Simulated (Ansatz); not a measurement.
`C[N]=[Ta]([F])([F])[F]`, relaxed with RKS PBE-D4/def2-SVP in the Gaussian-basis code of Ansatz from a rough embedded geometry. The force threshold is 0.03 eV/Å; the program also tests the step.

Charge 0, multiplicity 1. Ta: def2 effective core potential.

Start:

```xyz
9

C    -0.048   -1.314    0.932
N     0.537   -0.762   -0.269
Ta    0.099    1.084   -0.916
F    -1.873    1.203   -1.321
F     1.190    1.437   -2.707
F     0.695    2.483    0.550
H     0.303   -2.296    1.124
H    -1.138   -1.252    0.789
H     0.236   -0.585    1.818
```

```
step  energy (eV)  largest force (eV/Å)  largest move (Å)
   1  -12264.1086                 4.847             0.000
   2  -12266.4222                 1.292             0.195
   3  -12266.6724                 0.770             0.163
   4  -12266.8077                 0.676             0.169
   5  -12266.9224                 0.531             0.194
   6  -12266.9856                 0.084             0.200
   7  -12266.9884                 0.037             0.040
   8  -12266.9886                 0.001             0.010
```

End:

```xyz
9

C    -0.053   -1.303    0.963
N    -0.005   -0.160    0.117
Ta    0.052    1.265   -0.936
F    -1.722    1.544   -1.553
F     1.252    0.839   -2.346
F     0.678    2.699    0.141
H     0.608   -2.115    0.587
H    -1.085   -1.715    1.030
H     0.276   -1.055    1.997
```

Hardware: 4 threads of a server CPU on a shared host. Wall time 15 s, peak host memory 0.17 GiB.
